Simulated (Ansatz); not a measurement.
Born–Oppenheimer molecular dynamics of AlH3O2S (7 atoms, charge 0, multiplicity 1). It starts from a relaxed structure.

The calculation used RKS B3LYP-D4/def2-SVP (Ansatz 0.2.0).

```json
{"ensemble": "NVE (velocity Verlet)", "time step": "1 fs", "steps asked": "150", "starting velocities drawn for": "50 K", "masses": "H 2.014 u", "seed": "237632"}
```

First frame:

```xyz
7
Properties=species:S:1:pos:R:3
O -1.443 1.046 0.380
Al -0.181 0.007 -0.066
O 1.401 0.006 0.551
S -0.646 -1.476 -1.590
H -1.474 1.763 1.016
H 1.796 0.570 1.220
H 0.609 -1.984 -1.557
```

Problem. How far do the bonds stretch over the last three quarters of this one trajectory? (Pairs bonded in most of those frames.)

Solution. 
| bond | mean (Å) | spread (Å) | shortest | longest |
| --- | --- | --- | --- | --- |
| O1–Al2 | 1.692 | 0.008 | 1.68 | 1.70 |
| O1–H5 | 0.959 | 0.004 | 0.95 | 0.97 |
| Al2–O3 | 1.698 | 0.007 | 1.69 | 1.71 |
| Al2–S4 | 2.175 | 0.017 | 2.15 | 2.20 |
| O3–H6 | 0.960 | 0.002 | 0.96 | 0.96 |
| S4–H7 | 1.354 | 0.009 | 1.34 | 1.37 |

Mean temperature of the second half: 26 K. The conserved energy stayed within 0.026 meV per atom of its start (net change 0.018 meV per atom), so the integration is sound. The temperature averaged 0.52 of the 50 K drawn at the start: a run that starts near a minimum puts about half its kinetic energy into the potential. A run of 0.15 ps of so small a system gives no equilibrium averages.

Time of the run: 2.5 min on 1 thread of Intel(R) Xeon(R) 6975P-C (Granite Rapids), on a shared host, peak memory 0.25 GiB.
